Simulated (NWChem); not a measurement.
GeH₄Se; SMILES [SeH][GeH3]

Program: NWChem. Pople sets run with spherical d functions. Medium grid unless said otherwise, to which SCAN and Minnesota functionals are sensitive. Coordinates come from a PBE0/def2-SVP optimisation.

### Question
Order these by “highest occupied level (eV)”, lowest first: N12/6-31G*; M06-2X/6-31G*; B97-2/6-31G*; LC-BLYP (range parameter 0.33 per bohr)/6-31G*; HCTH/407/6-31G*.

### Answer
LC-BLYP (range parameter 0.33 per bohr)/6-31G* (-8.99), M06-2X/6-31G* (-7.99), B97-2/6-31G* (-6.58), HCTH/407/6-31G* (-5.76), N12/6-31G* (-5.38)
